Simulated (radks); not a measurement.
Species: Os IV. Configuration: [Xe] 4f14 5d5.

Method: Dirac Kohn-Sham, BLYP, spin-unpolarised, spherical densities, point nucleus; open shells fill j = l - 1/2 first; computed with a radial shooting solver on a logarithmic mesh with Libxc functionals.

Energy parts (hartree):
total: -17280.8248
kinetic: 19623.7392
electron-nucleus: -43225.4749
Hartree: 6661.8947
exchange-correlation: -340.9838

Orbitals (lengths in bohr, moments of r in powers of bohr; <r^-3> diverges for s and p1/2):
orbital  occ.  eigenvalue (hartree)  <r^-3>      <r^2>       <r^4>
1s1/2       2             -2712.387       -  0.0004332   5.119e-07
2s1/2       2             -472.9591       -   0.006581  0.00007578
2p1/2       2             -452.8234       -   0.004684  0.00004542
2p3/2       4             -396.5273   17920   0.005879  0.00006778
3s1/2       2             -110.9002       -    0.04289    0.002782
3p1/2       2             -101.9056       -    0.03926    0.002444
3p3/2       4             -89.62943    4098    0.04577    0.003286
3d3/2       4             -74.58335   711.6    0.03533    0.002210
3d5/2       6             -71.92446   599.3    0.03711    0.002417
4s1/2       2             -24.27084       -     0.2106     0.06431
4p1/2       2             -20.49906       -     0.2162     0.06966
4p3/2       4             -17.61383   964.3     0.2506     0.09345
4d3/2       4             -11.43105   148.1     0.2697      0.1167
4d5/2       6             -10.89680   122.0     0.2823      0.1279
5s1/2       2              -4.46326       -      1.132       1.870
5p1/2       2              -3.29626       -      1.352       2.758
4f5/2       6              -3.07128   23.62     0.3757      0.3096
4f7/2       8              -2.96809   22.48     0.3872      0.3301
5p3/2       4              -2.84007   150.0      1.602       3.880
5d3/2       4              -1.29964   13.14      2.949       14.68
5d5/2       1              -1.25348   10.60      3.122       16.44

The highest occupied level is 5d5/2 at -34.109 eV. For comparison, the ionisation energy in NIST's Atomic Spectra Database is 41 eV (theoretical). In exact Kohn-Sham theory the highest level is minus the ionisation energy, but local and semilocal functionals leave it too shallow, through self-interaction and a potential that decays too fast; potentials with the right tail come closer.

Beside tabulated values, note that spin-unpolarised runs miss the spin-polarisation part of the exchange energy of open shells.
